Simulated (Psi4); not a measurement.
C₅H₁₁O₃Si (SMILES C=[C][Si](OC)(OC)OC), doublet (typed; the unrestricted solution is spin-contaminated), geometry from GFN2-xTB; MP2/STO-3G in Psi4.

Here is a job for Psi4.
```
memory 2 GB

molecule mol {
0 2
C     0.254734   -2.470618   -1.616803
C     0.434582   -1.475765   -0.812492
Si    0.012751    0.092787    0.081360
O     1.230866    1.158901   -0.012296
C     2.522620    1.023006    0.505283
O    -0.272181   -0.213391    1.647685
C    -1.322541   -0.956406    2.193020
O    -1.303006    0.848188   -0.514217
C    -1.422361    1.494881   -1.747079
H     0.996430   -3.251710   -1.753980
H    -0.641700   -2.615329   -2.220873
H     2.489256    0.776501    1.567581
H     3.038227    1.973990    0.365948
H     3.064342    0.234382   -0.022327
H    -1.218138   -2.012751    1.932971
H    -2.284254   -0.596972    1.823545
H    -1.281741   -0.843746    3.277069
H    -2.363182    2.046846   -1.743316
H    -1.433258    0.764967   -2.561014
H    -0.592136    2.184628   -1.905591
}

set {
  basis sto-3g
  reference uhf
}

energy('mp2')
print_variables()
```

Question: Predict the main parts of the log of this Psi4 run.

Answer: 
```
    SCF Algorithm Type (re)set to DF.

   => Loading Basis Set <=

    Name: STO-3G
    Role: ORBITAL
    Keyword: BASIS

         ---------------------------------------------------------
                                   SCF
               by Justin Turney, Rob Parrish, Andy Simmonett
                          and Daniel G. A. Smith
                              UHF Reference
         ---------------------------------------------------------

  ==> Geometry <==

    Molecular point group: c1
    Full point group: C1

    Geometry (in Angstrom), charge = 0, multiplicity = 2:

       Center              X                  Y                   Z               Mass
    ------------   -----------------  -----------------  -----------------  -----------------
         C            0.253198219019    -2.479577295518    -1.625118062650    12.000000000000
         C            0.433046219019    -1.484724295518    -0.820807062650    12.000000000000
         SI           0.011215219019     0.083827704482     0.073044937350    27.976926534650
         O            1.229330219019     1.149941704482    -0.020611062650    15.994914619570
         C            2.521084219019     1.014046704482     0.496967937350    12.000000000000
         O           -0.273716780981    -0.222350295518     1.639369937350    15.994914619570
         C           -1.324076780981    -0.965365295518     2.184704937350    12.000000000000
         O           -1.304541780981     0.839228704482    -0.522532062650    15.994914619570
         C           -1.423896780981     1.485921704482    -1.755394062650    12.000000000000
         H            0.994894219019    -3.260669295518    -1.762295062650     1.007825032230
         H           -0.643235780981    -2.624288295518    -2.229188062650     1.007825032230
         H            2.487720219019     0.767541704482     1.559265937350     1.007825032230
         H            3.036691219019     1.965030704482     0.357632937350     1.007825032230
         H            3.062806219019     0.225422704482    -0.030642062650     1.007825032230
         H           -1.219673780981    -2.021710295518     1.924655937350     1.007825032230
         H           -2.285789780981    -0.605931295518     1.815229937350     1.007825032230
         H           -1.283276780981    -0.852705295518     3.268753937350     1.007825032230
         H           -2.364717780981     2.037886704482    -1.751631062650     1.007825032230
         H           -1.434793780981     0.756007704482    -2.569329062650     1.007825032230
         H           -0.593671780981     2.175668704482    -1.913906062650     1.007825032230

  Running in c1 symmetry.

  Rotational constants: A =      0.03919  B =      0.03846  C =      0.03618 [cm^-1]
  Rotational constants: A =   1174.81750  B =   1153.04299  C =   1084.56912 [MHz]
  Nuclear repulsion =  574.892439875078935

  Charge       = 0
  Multiplicity = 2
  Electrons    = 79
  Nalpha       = 40
  Nbeta        = 39

  ==> Algorithm <==

  SCF Algorithm Type is DF.
  DIIS enabled.
  MOM disabled.
  Fractional occupation disabled.
  Guess Type is SAD.
  Energy threshold   = 1.00e-08
  Density threshold  = 1.00e-08
  Integral threshold = 1.00e-12

  ==> Primary Basis <==

  Basis Set: STO-3G
    Blend: STO-3G
    Number of shells: 40
    Number of basis functions: 60
    Number of Cartesian functions: 60
    Spherical Harmonics?: true
    Max angular momentum: 1

   => Loading Basis Set <=

    Name: (STO-3G AUX)
    Role: JKFIT
    Keyword: DF_BASIS_SCF

  ==> Integral Setup <==

  SCF_SUBTYPE=INCORE selected. In-core MEM_DF algorithm will be used.
  Using in-core AOs.

  ==> MemDFJK: Density-Fitted J/K Matrices <==

    J tasked:                   Yes
    K tasked:                   Yes
    wK tasked:                   No
    Algorithm:                 Core
    Schwarz Cutoff:           1E-12
    Mask sparsity (%):       2.6667
    Fitting Condition:        1E-10

   => Auxiliary Basis Set <=

  Basis Set: (STO-3G AUX)
    Blend: DEF2-UNIVERSAL-JKFIT
    Number of shells: 304
    Number of basis functions: 932
    Number of Cartesian functions: 1099
    Spherical Harmonics?: true
    Max angular momentum: 4

  Minimum eigenvalue in the overlap matrix is 1.7891583172E-01.
  Reciprocal condition number of the overlap matrix is 7.9207925337E-02.
    Using symmetric orthogonalization.

  ==> Pre-Iterations <==

  SCF Guess: Superposition of Atomic Densities via on-the-fly atomic UHF (no occupation information).

   -------------------------
    Irrep   Nso     Nmo
   -------------------------
     A         60      60
   -------------------------
    Total      60      60
   -------------------------

  ==> Iterations <==

                           Total Energy        Delta E     RMS |[F,P]|

   @DF-UHF iter SAD:  -693.96551118922753   -6.93966e+02   0.00000e+00
   @DF-UHF iter   1:  -700.38788076980961   -6.42237e+00   7.36834e-03 DIIS/ADIIS
   @DF-UHF iter   2:  -700.52438403830752   -1.36503e-01   1.98222e-03 DIIS/ADIIS
   @DF-UHF iter   3:  -700.53497382023511   -1.05898e-02   6.08921e-04 DIIS/ADIIS
   @DF-UHF iter   4:  -700.53760915833141   -2.63534e-03   3.44329e-04 DIIS/ADIIS
   @DF-UHF iter   5:  -700.53863749200104   -1.02833e-03   3.28997e-04 DIIS/ADIIS
   @DF-UHF iter   6:  -700.53986582773757   -1.22834e-03   3.27598e-04 DIIS/ADIIS
   @DF-UHF iter   7:  -700.54024487699337   -3.79049e-04   3.27456e-04 DIIS/ADIIS
   @DF-UHF iter   8:  -700.54467219672347   -4.42732e-03   2.80936e-04 DIIS/ADIIS
   @DF-UHF iter   9:  -700.54309595249458    1.57624e-03   5.64763e-04 DIIS/ADIIS
   @DF-UHF iter  10:  -700.54600971594323   -2.91376e-03   2.31508e-04 DIIS/ADIIS
   @DF-UHF iter  11:  -700.54776495221563   -1.75524e-03   8.38100e-05 DIIS
   @DF-UHF iter  12:  -700.54790613860575   -1.41186e-04   9.88889e-06 DIIS
   @DF-UHF iter  13:  -700.54790752755321   -1.38895e-06   6.02029e-06 DIIS
   @DF-UHF iter  14:  -700.54790824569864   -7.18145e-07   2.30508e-06 DIIS
   @DF-UHF iter  15:  -700.54790836583186   -1.20133e-07   2.81225e-07 DIIS
   @DF-UHF iter  16:  -700.54790836649113   -6.59270e-10   2.20976e-07 DIIS
   @DF-UHF iter  17:  -700.54790836760162   -1.11049e-09   1.75016e-08 DIIS
   @DF-UHF iter  18:  -700.54790836760799   -6.36646e-12   6.15484e-09 DIIS
  Energy and wave function converged.

  ==> Post-Iterations <==

   @Spin Contamination Metric:   3.377136808E-01
   @S^2 Expected:                7.500000000E-01
   @S^2 Observed:                1.087713681E+00
   @S   Expected:                5.000000000E-01
   @S   Observed:                5.000000000E-01

    Orbital Energies [Eh]
    ---------------------

    Alpha Occupied:

[...]
      40A     -0.292513

    Alpha Virtual:

[...]
    Beta Occupied:

[...]
    Beta Virtual:

[...]
    Final Occupation by Irrep:
              A
    DOCC [    39 ]
    SOCC [     1 ]
    NA   [    40 ]
    NB   [    39 ]

  @DF-UHF Final Energy:  -700.54790836760799

   => Energetics <=

    Nuclear Repulsion Energy =            574.8924398750789351
    One-Electron Energy =               -2112.5261613226703048
    Two-Electron Energy =                 837.0858130799833816
    Total Energy =                       -700.5479083676079881

  UHF NO Occupations:
  HONO-2 :   38  A 1.9927177
  HONO-1 :   39  A 1.8310041
  HONO-0 :   40  A 1.0000000
  LUNO+0 :   41  A 0.1689959
  LUNO+1 :   42  A 0.0072823
  LUNO+2 :   43  A 0.0028210
  LUNO+3 :   44  A 0.0022360

Computation Completed

Properties will be evaluated at   0.000000,   0.000000,   0.000000 [a0]

Properties computed using the SCF density matrix

 Multipole Moments:

 ------------------------------------------------------------------------------------
     Multipole            Electronic (a.u.)      Nuclear  (a.u.)        Total (a.u.)
 ------------------------------------------------------------------------------------

 L = 1.  Multiply by 2.5417464519 to convert [e a0] to [Debye]
 Dipole X            :          0.3008915           -0.2292818            0.0716098
 Dipole Y            :          1.0135124           -1.3375261           -0.3240137
 Dipole Z            :          1.0318487           -1.2413364           -0.2094877
 Magnitude           :                                                    0.3924257

 ------------------------------------------------------------------------------------

  //>>>>>>>>>>>>>>>>>>>>>>>>>>>>>>>>>>>//
  //               DFMP2               //
  //<<<<<<<<<<<<<<<<<<<<<<<<<<<<<<<<<<<//

   => Loading Basis Set <=

    Name: (STO-3G AUX)
    Role: RIFIT
    Keyword: DF_BASIS_MP2

	 --------------------------------------------------------
	                          DF-MP2
	      2nd-Order Density-Fitted Moller-Plesset Theory

	        Rob Parrish, Justin Turney, Andy Simmonett,
	           Ed Hohenstein, and C. David Sherrill
	 --------------------------------------------------------

	 --------------------------------------------------------
	                 NBF =    60, NAUX =   600
	 --------------------------------------------------------
	   CLASS    FOCC     OCC    AOCC    AVIR     VIR    FVIR
	   ALPHA       0      40      40      20      20       0
	    BETA       0      39      39      21      21       0
	 --------------------------------------------------------

	-----------------------------------------------------------
	 ==================> DF-MP2 Energies <====================
	-----------------------------------------------------------
	 Reference Energy          =    -700.5479083676079881 [Eh]
	 Singles Energy            =      -0.0000000000000000 [Eh]
	 Same-Spin Energy          =      -0.0546413010719729 [Eh]
	 Opposite-Spin Energy      =      -0.3120051746773488 [Eh]
	 Correlation Energy        =      -0.3666464757493217 [Eh]
	 Total Energy              =    -700.9145548433573367 [Eh]
	-----------------------------------------------------------
	 ================> DF-SCS-MP2 Energies <==================
	-----------------------------------------------------------
	 SCS Same-Spin Scale       =       0.3333333333333333 [-]
	 SCS Opposite-Spin Scale   =       1.2000000000000000 [-]
	 SCS Same-Spin Energy      =      -0.0182137670239910 [Eh]
	 SCS Opposite-Spin Energy  =      -0.3744062096128185 [Eh]
	 SCS Correlation Energy    =      -0.3926199766368095 [Eh]
	 SCS Total Energy          =    -700.9405283442448535 [Eh]
	-----------------------------------------------------------

  Variable Map:
  ----------------------------------------------------------------------------
[...]
  Array Variable Map:
  ----------------------------------------------------------------------------
[...]
[...]
```
